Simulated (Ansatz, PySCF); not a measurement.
Molecule: SrO, charge 0, multiplicity 1. 
Structure (B3LYP-D3(BJ)/def2-TZVP (Ansatz, a quantum-chemistry and plane-wave program) minimum search):
SMILES: [O]=[Sr]
```xyz
2

Sr     0.0000     0.0000    -0.3369
O      0.0000     0.0000     1.6002
```
Charge 0, spin multiplicity 1.

Quantity: atomisation energy (electronic, to ground-state atoms), in kcal/mol. Cores are frozen in the correlated levels unless marked. Open shells are spin-unrestricted. No spin-orbit coupling. Frozen are the shells of the preceding noble gas and the d and f shells that filled before the atom's block. The outer core of K, Ca and their heavier congeners is not correlated, a term that matters for these elements. In def2 rows, elements after Kr have scalar-relativistic effective core potentials. STO-3G rows are all-electron and non-relativistic. CBS marks a two-point X^-3 extrapolation of the correlation energy; Hartree-Fock from the larger set. [CCSD(T)-MP2]/basis is that difference in the basis named. The program attaches cautions to a run behind CCSD(T)/STO-3G: other roots.

```
level                                                               program  atomisation energy (kcal/mol)
-----------------------------------------------------------  --------------  -----------------------------
BLYP-D4/def2-TZVPD                                           Ansatz + dftd4                          107.2
TPSS-D4/def2-TZVPD                                            PySCF + dftd4                          107.5
r2SCAN-D4/def2-TZVPD                                         Ansatz + dftd4                          107.0
B3LYP-D4/def2-TZVPD                                          Ansatz + dftd4                           95.5
PBE0/def2-QZVPP                                                      Ansatz                           97.4
BHLYP/def2-TZVPD                                                     Ansatz                           71.9
MN15-D3(BJ)/def2-TZVPD                                        PySCF + dftd3                           84.5
CAM-B3LYP-D3(BJ)/def2-TZVPD                                  Ansatz + dftd3                           92.5
MP2/CBS(def2-TZVPPD,def2-QZVPPD)                                     Ansatz                          112.2
RI-MP2/CBS(def2-TZVPP,def2-QZVPP)                                    Ansatz                          112.5
CCSD/def2-TZVPPD                                                     Ansatz                           76.5
CCSD(T)/STO-3G                                                       Ansatz                          -66.7
RI-MP2/CBS(def2-TZVPPD,def2-QZVPPD)+[CCSD(T)-MP2]/def2-SVPD          Ansatz                           91.2
RI-MP2/CBS(def2-TZVPP,def2-QZVPP)+[CCSD(T)-MP2]/def2-TZVPP           Ansatz                           91.8
```

The T1 diagnostic of CCSD in the largest basis is 0.033, which is high, so the coupled-cluster rows are less sure than usual.
